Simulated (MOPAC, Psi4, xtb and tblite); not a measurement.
Relaxed torsion scan: SMILES OB(O)[SiH2][SiH2][GeH3], singlet. Scanned: dihedral H7–O1–B2–Si4; all other coordinates were relaxed at GFN2-xTB. Points at φ and −φ are mirror images. Heavy atoms are numbered in the order of the SMILES OB(O)[SiH2][SiH2][GeH3], hydrogens after them in the order of the atoms that carry them; the mirror image has the same energies with the sign of each dihedral reversed.

- B3LYP/def2-SVP // GFN2-xTB (Psi4)
- GFN2-xTB (xtb and tblite)
- PM3, restricted, heats of formation // GFN2-xTB (MOPAC)

Energies in kcal/mol, each method relative to its own lowest point.

```tsv
φ / °	B3LYP/def2-SVP	GFN2-xTB	PM3
-160	4.1	0.8	1.0
-140	6.3	3.2	3.8
-120	9.0	6.6	7.6
-100	10.2	9.6	10.1
-80	9.3	8.4	9.2
-60	6.2	5.3	6.7
-40	3.0	2.5	4.2
-20	0.8	0.6	2.6
0	0.0	0.0	2.0
20	0.8	0.6	2.6
40	3.0	2.5	4.2
60	6.2	5.3	6.7
80	9.3	8.4	9.2
100	10.2	9.6	10.1
120	9.0	6.6	7.6
140	6.3	3.2	3.8
160	4.1	0.8	1.0
180	3.2	0.0	0.0
```
